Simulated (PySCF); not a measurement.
# H₃GeO, SMILES `[GeH3][O]` (charge 0, multiplicity 2)

Computed with PBE-D3(BJ)/def2-TZVP // r2SCAN-D4/def2-TZVP run with PySCF.

The highest occupied spin orbital comes out as -6.63 eV and the dipole moment is 2.12 D. The total energy is -2153.5831 Ha and the cost comes out as very roughly 70 core-seconds.

Bonds (Å): O1–Ge2 1.791, Ge2–H3 1.534, Ge2–H4 1.534, Ge2–H5 1.536. Angles (°): O1–Ge2–H3 110.1, O1–Ge2–H4 110.1, O1–Ge2–H5 102.0, H3–Ge2–H4 111.6, H3–Ge2–H5 111.3, H4–Ge2–H5 111.3.
Charge 0, spin multiplicity 2.
